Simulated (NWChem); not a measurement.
System: CH4N2O2Si; SMILES N#CO[Si@@H](N)O

NWChem input:

```
start job
memory heap 200 mb stack 900 mb global 1100 mb
geometry units angstroms
  N      2.838503    -0.508952    -0.429436
  C      1.771374    -0.095097    -0.458715
  O      0.605795     0.354655    -0.511946
  Si    -0.724901     0.241287     0.479595
  N     -1.866365     1.097057    -0.445539
  O     -1.161943    -1.302370     0.702497
  H     -0.405688     0.899192     1.734759
  H     -1.717340     1.282687    -1.422414
  H     -2.841783     1.056983    -0.215835
  H     -0.625455    -1.958078     1.140299
end
basis spherical
  * library def2-svp
end
dft
  xc pbe0
  iterations 150
end
driver
  maxiter 120
end
task dft optimize
task dft freq
```

NWChem printed, in part:

```
             Northwest Computational Chemistry Package (NWChem) 7.3.0
             --------------------------------------------------------

 C1  symmetry detected

                             Geometry "geometry" -> ""
                             -------------------------

 Output coordinates in angstroms (scale by  1.889725989 to convert to a.u.)

  No.       Tag          Charge          X              Y              Z
 ---- ---------------- ---------- -------------- -------------- --------------
    1 N                    7.0000    -0.11430281    -2.96659878    -0.02269521
    2 C                    6.0000     0.21652547    -1.87134830    -0.06601455
    3 O                    8.0000     0.58684142    -0.67880960    -0.13236476
    4 Si                  14.0000    -0.06850596     0.76608621     0.36718866
    5 N                    7.0000     1.09883756     1.85023057    -0.22702963
    6 O                    8.0000    -1.52191393     1.01516220    -0.30298622
    7 H                    1.0000    -0.13826188     0.74856828     1.81805041
    8 H                    1.0000     1.76550730     1.57225214    -0.92648025
    9 H                    1.0000     0.91086736     2.83486421    -0.25823736
   10 H                    1.0000    -2.28934550     0.47095494    -0.14700486

 Effective nuclear repulsion energy (a.u.)     292.0252602585

                                Z-matrix (autoz)
                                --------

 Units are Angstrom for bonds and degrees for angles

      Type          Name      I     J     K     L     M      Value
      ----------- --------  ----- ----- ----- ----- ----- ----------
    1 Stretch                  1     2                       1.14494
    2 Stretch                  2     3                       1.25047
    3 Stretch                  3     4                       1.66336
    4 Stretch                  4     5                       1.70034
    5 Stretch                  4     6                       1.61974
    6 Stretch                  4     7                       1.45264
    7 Stretch                  5     8                       1.00546
    8 Stretch                  5     9                       1.00290
    9 Stretch                  6    10                       0.95365
   10 Bend                     1     3     4               134.47403
   11 Bend                     2     3     4               134.09137
   12 Bend                     3     4     5               100.27766
   13 Bend                     3     4     6               111.27517
   14 Bend                     3     4     7               107.96307
   15 Bend                     4     5     8               121.46909
   16 Bend                     4     5     9               120.54339
   17 Bend                     4     6    10               124.51802
   18 Bend                     5     4     6               111.92491
   19 Bend                     5     4     7               112.93572
   20 Bend                     6     4     7               111.83976
   21 Bend                     8     5     9               111.96616
   22 Torsion                  2     3     4     5        -177.05481
   23 Torsion                  2     3     4     6         -58.51039
   24 Torsion                  2     3     4     7          64.57701
   25 Torsion                  3     4     5     8          16.79035
   26 Torsion                  3     4     5     9         167.29242
   27 Torsion                  3     4     6    10          64.11918
   28 Torsion                  1     2     4     3        -178.69868
   29 Torsion                  5     4     6    10         175.41131
   30 Torsion                  6     4     5     8        -101.27641
   31 Torsion                  6     4     5     9          49.22566
   32 Torsion                  7     4     5     8         131.44001
   33 Torsion                  7     4     5     9         -78.05792
   34 Torsion                  7     4     6    10         -56.71839

                           NWChem Geometry Optimization
                           ----------------------------

 maximum gradient threshold         (gmax) =   0.000450
 rms gradient threshold             (grms) =   0.000300
 maximum cartesian step threshold   (xmax) =   0.001800
 rms cartesian step threshold       (xrms) =   0.001200
 fixed trust radius                (trust) =   0.300000
 source of zmatrix                         =   autoz

          -------------------
          Energy Minimization
          -------------------

 Using diagonal initial Hessian
 Scaling for Hessian diagonals: bonds = 1.00  angles = 0.25  torsions = 0.10

          --------
          Step   0

                                 NWChem DFT Module
                                 -----------------

 Summary of "ao basis" -> "ao basis" (spherical)
 ------------------------------------------------------------------------------
       Tag                 Description            Shells   Functions and Types
 ---------------- ------------------------------  ------  ---------------------
 N                          def2-svp                 6       14   3s2p1d
 C                          def2-svp                 6       14   3s2p1d
 O                          def2-svp                 6       14   3s2p1d
 Si                         def2-svp                 8       18   4s3p1d
 H                          def2-svp                 3        5   2s1p

[...]

      ----------------------
      Optimization converged
      ----------------------

  Step       Energy      Delta E   Gmax     Grms     Xrms     Xmax
  ---- ---------------- -------- -------- -------- -------- --------
@   43    -589.27004313 -2.3D-07  0.00010  0.00002  0.00033  0.00086
                                     ok       ok       ok       ok

                                Z-matrix (autoz)
                                --------

 Units are Angstrom for bonds and degrees for angles

[...]

 Rotational Constants
 --------------------
 A=   0.220796 cm-1  (  0.317670 K)
 B=   0.062909 cm-1  (  0.090510 K)
 C=   0.053138 cm-1  (  0.076452 K)

 Temperature                      =   298.15K
 frequency scaling parameter      =   1.0000

 Zero-Point correction to Energy  =   39.489 kcal/mol  (  0.062930 au)
 Thermal correction to Energy     =   44.462 kcal/mol  (  0.070855 au)
 Thermal correction to Enthalpy   =   45.055 kcal/mol  (  0.071799 au)

 Total Entropy                    =   87.249 cal/mol-K
   - Translational                =   39.817 cal/mol-K (mol. weight = 104.0042)
   - Rotational                   =   27.170 cal/mol-K (symmetry #  =        1)
   - Vibrational                  =   20.262 cal/mol-K

 Cv (constant volume heat capacity) =   26.744 cal/mol-K
   - Translational                  =    2.979 cal/mol-K
   - Rotational                     =    2.979 cal/mol-K
   - Vibrational                    =   20.786 cal/mol-K

[normal modes left out]

 ----------------------------------------------------------------------------
 Normal Eigenvalue ||           Projected Infra Red Intensities
  Mode   [cm**-1]  || [atomic units] [(debye/angs)**2] [(KM/mol)] [arbitrary]
 ------ ---------- || -------------- ----------------- ---------- -----------
    1       -0.000 ||    0.003749           0.086         3.655       0.473
    2       -0.000 ||    0.000222           0.005         0.216       0.028
    3       -0.000 ||    0.000086           0.002         0.084       0.011
    4       -0.000 ||    0.000297           0.007         0.290       0.037
    5       -0.000 ||    0.000115           0.003         0.112       0.014
    6       -0.000 ||    0.002787           0.064         2.717       0.352
    7       38.307 ||    0.000739           0.017         0.720       0.093
    8       98.405 ||    0.005348           0.123         5.213       0.675
    9      188.317 ||    0.004830           0.111         4.709       0.609
   10      260.161 ||    0.048263           1.113        47.049       6.089
   11      294.719 ||    0.163632           3.775       159.516      20.646
   12      316.917 ||    0.063024           1.454        61.439       7.952
   13      351.073 ||    0.016891           0.390        16.466       2.131
   14      380.560 ||    0.091590           2.113        89.286      11.556
   15      525.856 ||    0.008575           0.198         8.360       1.082
   16      542.779 ||    0.044883           1.035        43.754       5.663
   17      670.175 ||    0.072431           1.671        70.609       9.139
   18      735.756 ||    0.089929           2.075        87.668      11.347
   19      793.973 ||    0.062726           1.447        61.149       7.914
   20      847.721 ||    0.158290           3.652       154.309      19.972
   21      887.193 ||    0.195509           4.511       190.592      24.668
   22      910.636 ||    0.098090           2.263        95.623      12.376
   23     1023.176 ||    0.233892           5.396       228.010      29.511
   24     1226.188 ||    0.216945           5.005       211.489      27.373
   25     1528.636 ||    0.087874           2.027        85.664      11.087
   26     2322.379 ||    0.115165           2.657       112.268      14.531
   27     2422.455 ||    0.300912           6.942       293.344      37.967
   28     3636.219 ||    0.076586           1.767        74.660       9.663
   29     3743.340 ||    0.076225           1.759        74.308       9.617
   30     3891.449 ||    0.138093           3.186       134.619      17.423
 ----------------------------------------------------------------------------
```

Level: PBE0/def2-SVP.
